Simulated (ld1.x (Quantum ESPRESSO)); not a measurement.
# erbium (Er) TM: all-electron and pseudo phase curves

erbium, norm-conserving Troullier–Martins (Kleinman–Bylander form), made with ld1.x (Quantum ESPRESSO) 7.5 (PW91, fully relativistic). Core [Xe] 4f11, reference 5d1 6s2 6p0. Waves: 6s (bound): rc 2.50 bohr; 6p (bound, empty): rc 3.10 bohr; 5d (bound): rc 2.85 bohr. Local part: all-electron potential smoothed inside 2.05 bohr (lloc = -1). Core correction: a·sin(br)/r model core, default radius (core density twice the valence density).

Open shells are filled in proportion to 2j + 1 (rel_dist='average').

The phase is arctan(r·u′/u) with u = r·R(r), unwrapped; energies in Ry, scanned from -2 to 5 Ry. A pole is an energy at which the radial function vanishes at the test radius. The pseudo phase is shifted by a multiple of π to meet the all-electron one at the reference energy, and phase errors are pseudo minus all-electron; the curves can meet again beyond the range given. Levels narrower than the energy grid can be missing from the lists of poles. Where the grid stepped over a known ghost or core level, its pole and its step of π were put in at the level’s energy.

For each channel, where are the poles, and over which energies does the pseudopotential scatter like the atom?

```json
{"channel": "s", "radius (bohr)": "3.36", "reference energy (Ry)": "-0.33", "poles, all-electron": "1.04", "poles, pseudo": "0.95, 3.90", "unbroken range about the reference energy with phases within 0.05 rad": "below 1.6", "phase error 1 Ry above the reference energy (rad)": "-0.010"}
{"channel": "p1/2", "radius (bohr)": "3.36", "reference energy (Ry)": "-0.12", "poles, all-electron": "1.88", "poles, pseudo": "-0.49, 1.88", "unbroken range about the reference energy with phases within 0.05 rad": "-0.4 to 3.0", "phase error 1 Ry above the reference energy (rad)": "+0.017"}
{"channel": "p3/2", "radius (bohr)": "3.36", "reference energy (Ry)": "-0.09", "poles, all-electron": "2.18", "poles, pseudo": "-0.66, 2.07", "unbroken range about the reference energy with phases within 0.05 rad": "-0.5 to 2.7", "phase error 1 Ry above the reference energy (rad)": "+0.020"}
{"channel": "d3/2", "radius (bohr)": "3.36", "reference energy (Ry)": "-0.17", "poles, all-electron": "0.21, 3.97", "poles, pseudo": "0.21, 4.26", "unbroken range about the reference energy with phases within 0.05 rad": "below 1.5", "phase error 1 Ry above the reference energy (rad)": "+0.004"}
{"channel": "d5/2", "radius (bohr)": "3.36", "reference energy (Ry)": "-0.15", "poles, all-electron": "0.26, 4.05", "poles, pseudo": "0.26, 4.16", "unbroken range about the reference energy with phases within 0.05 rad": "below 1.7", "phase error 1 Ry above the reference energy (rad)": "+0.002"}
```

Note: ghost states, extra bound levels that the all-electron valence spectrum of the same l lacks: s at -43.0 eV, p3/2 at -9.2 eV, p1/2 at -6.7 eV. A true bound ghost makes a file unfit for plane-wave use.

Phases in the d3/2 channel:

```csv
E (Ry),all-electron,pseudo
-2.00,1.352,1.352
-1.52,1.314,1.314
-1.04,1.241,1.241
-0.56,1.000,1.000
-0.08,-1.185,-1.185
0.40,-1.670,-1.668
0.88,-1.846,-1.841
1.36,-2.158,-2.130
1.84,-3.422,-3.263
2.32,-4.329,-4.274
2.80,-4.543,-4.514
3.28,-4.636,-4.613
3.76,-4.692,-4.670
4.24,-4.736,-4.711
4.72,-4.778,-4.745
```
